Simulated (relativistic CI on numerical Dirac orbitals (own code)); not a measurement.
## Hyperfine structure of Ru VI, mass number 99

Computed by Dirac-Coulomb-Breit CI, orbitals from a KLI potential per configuration, model QED, valence Slater integrals scaled by 0.85, P86 correlation energy added to each configuration (own radial code, finite nucleus).

CI space (outside the closed core [Ar] 3d10): 4s2 4p6 4d3, 4s2 4p6 4d2 5s, 4s2 4p6 4d2 4f, 4s2 4p6 4d2 5p, 4s2 4p5 4d4, 4s2 4p6 4d2 5d, 4s2 4p6 4d2 6s, 4s2 4p6 4d2 6p, 4s2 4p6 4d 5s 5p, 4s 4p6 4d4, 4s2 4p6 4d2 5f, 4s2 4p6 4d2 6d, 4s2 4p6 4d2 5g, 4s2 4p6 4d 4f2, 4s2 4p6 4f2 5s, 4s2 4p6 4f3, 4s2 4p6 4f2 5p, 4s2 4p6 4f2 5d, 4s2 4p6 4f2 6s, 4s2 4p6 4d 5s2, 4s2 4p6 4f 5s2, 4s2 4p6 5s2 5p, 4s2 4p6 5s2 5d, 4s2 4p6 5s2 6s. Double excitations out of closed p, d and f shells are left out; levels of such configurations are missing from the list, as are those of other unlisted configurations, and high levels can miss mixing partners. These lack a partner that the ground configuration has and come out too high: 4s2 4p6 4d2 6p, 4s2 4p6 4d2 5f, 4s2 4p6 4d2 6d, 4s2 4p6 4d2 5g.

Nuclear spin I = 5/2, μ = -0.641 μN, Q = 0.079 b (tables of Stone and Pyykkö). The electronic factors are computed for point nuclear moments, without core polarisation or the Bohr-Weisskopf and QED corrections.

| Level | E (cm⁻¹) | A (MHz) | B (MHz) |
| --- | --- | --- | --- |
| 4s2 4p6 4d3 4F_3/2 | 0.0 | -298.7 | -22.3 |
| 4s2 4p6 4d3 4F_5/2 | 1419.7 | -181.8 | -21.9 |
| 4s2 4p6 4d3 4F_7/2 | 3127.6 | -149.5 | -28.9 |
| 4s2 4p6 4d3 4F_9/2 | 4969.8 | -145.1 | -40.4 |
| 4s2 4p6 4d3 4P_3/2 | 12973.0 | -150.5 | -45.3 |
| 4s2 4p6 4d3 4P_1/2 | 13077.6 | 159.2 |  |
| 4s2 4p6 4d3 4P_5/2 | 15282.0 | -63.7 | 58.4 |
| 4s2 4p6 4d3 2G_7/2 | 15664.2 | -217.5 | 34.7 |

Levels with J = 0, under 50 % of one LS term, or S terms without an open s electron are left out. Small factors come from cancelling terms and can be off by tens of per cent or more.

At this charge configurations can still be misplaced by up to about 7 % of their energy.

Task: Give the hyperfine levels of 4s2 4p6 4d3 4F_3/2 relative to its centre of gravity.

Result: With K = F(F + 1) − I(I + 1) − J(J + 1), E = AK/2 + B[¾K(K + 1) − I(I + 1)J(J + 1)]/[2I(2I − 1)J(2J − 1)]: F = 1: 1552, F = 2: 972.9, F = 3: 86.91, F = 4: -1126 MHz.

LS names give the leading component of a level, which can be under half, so a name can repeat, a term be missing and a line seem to break the LS rules.
